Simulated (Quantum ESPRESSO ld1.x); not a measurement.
Q: The aim is the ytterbium ion Yb2+ in [Xe] 4f14. What will ld1.x (Quantum ESPRESSO 7.5) do with this input?

```
 &input
    zed=70.0,
    iswitch=1,
    rel=2,
    dft='PZ',
    config='[Xe] 4f14',
    lsmall=.true.,
    beta=1.0,
    prefix='ld1',
    max_out_wfc=37,
    file_charge='ld1.rho',
 /
```

A: Harmless. The Broyden-type mixing copes: 19 iterations against 36, same energy.

Output (excerpt):

```
     Program LD1 v.7.5 starts

     --------------------------- All-electron run ----------------------------

     dirac relativistic calculation

     atomic number is 70.00
     dft =PZ   lsd =0 sic =0 latt =0  beta=1.00 tr2=1.0E-14
     Exchange-correlation= PZ
                           (   1   1   0   0   0   0   0)
     mesh =2107 r(mesh) =  99.43506 a.u. xmin = -8.00 dx = 0.00800
     1 Ry =  13.60569312 eV, c = 137.03599908

     n l j   nl                  e(Ry)          e(Ha)          e(eV)
     Spin orbit split results
     1 0 0.5 1S 1( 2.00)     -4492.9562     -2246.4781    -61129.7838
     2 0 0.5 2S 1( 2.00)      -761.7422      -380.8711    -10364.0306
     2 1 0.5 2P 1( 2.00)      -726.8145      -363.4072     -9888.8144
     2 1 1.5 2P 1( 4.00)      -649.9387      -324.9694     -8842.8670
     3 0 0.5 3S 1( 2.00)      -172.4781       -86.2391     -2346.6843
     3 1 0.5 3P 1( 2.00)      -157.0429       -78.5214     -2136.6771
     3 1 1.5 3P 1( 4.00)      -140.7306       -70.3653     -1914.7372
     4 0 0.5 4S 1( 2.00)       -34.7515       -17.3757      -472.8176
     4 1 0.5 4P 1( 2.00)       -28.5095       -14.2547      -387.8911
     4 1 1.5 4P 1( 4.00)       -24.8021       -12.4010      -337.4492
     3 2 1.5 3D 1( 4.00)      -114.3877       -57.1939     -1556.3243
     3 2 2.5 3D 1( 6.00)      -110.8207       -55.4104     -1507.7925
     5 0 0.5 5S 1( 2.00)        -5.1361        -2.5680       -69.8799
     5 1 0.5 5P 1( 2.00)        -3.4429        -1.7214       -46.8429
     5 1 1.5 5P 1( 4.00)        -2.9874        -1.4937       -40.6458
     4 2 1.5 4D 1( 4.00)       -14.5232        -7.2616      -197.5977
     4 2 2.5 4D 1( 6.00)       -13.8485        -6.9242      -188.4179
     4 3 2.5 4F 1( 6.00)        -1.3728        -0.6864       -18.6779
     4 3 3.5 4F 1( 8.00)        -1.2755        -0.6378       -17.3547
     Averaged results
     1 0     1S 1( 2.00)     -4492.9562     -2246.4781    -61129.7838
     2 0     2S 1( 2.00)      -761.7422      -380.8711    -10364.0306
     2 1     2P 1( 6.00)      -675.5640      -337.7820     -9191.5161
     3 0     3S 1( 2.00)      -172.4781       -86.2391     -2346.6843
     3 1     3P 1( 6.00)      -146.1680       -73.0840     -1988.7171
     4 0     4S 1( 2.00)       -34.7515       -17.3757      -472.8176
     4 1     4P 1( 6.00)       -26.0379       -13.0189      -354.2632
     3 2     3D 1(10.00)      -112.2475       -56.1238     -1527.2052
     5 0     5S 1( 2.00)        -5.1361        -2.5680       -69.8799
     5 1     5P 1( 6.00)        -3.1392        -1.5696       -42.7115
     4 2     4D 1(10.00)       -14.1183        -7.0592      -192.0898
     4 3     4F 1(14.00)        -1.3172        -0.6586       -17.9218

     final scf error:  1.4E-15 reached in  19 iterations

     Etot =  -28133.204248 Ry,  -14066.602124 Ha, -382771.743565 eV

     Ekin =   31253.216748 Ry,   15626.608374 Ha,  425221.676185 eV
     Encl =  -69813.682324 Ry,  -34906.841162 Ha, -949863.537485 eV
     Eh   =   10998.458834 Ry,    5499.229417 Ha,  149641.655723 eV
     Exc  =    -571.197507 Ry,    -285.598753 Ha,   -7771.537988 eV
```

Run on one thread of a shared host, so times are rough (Intel(R) Xeon(R) Processor @ 2.60GHz): 0.52 s of CPU time, 1.7 s wall, 19 iterations on 2107 mesh points.
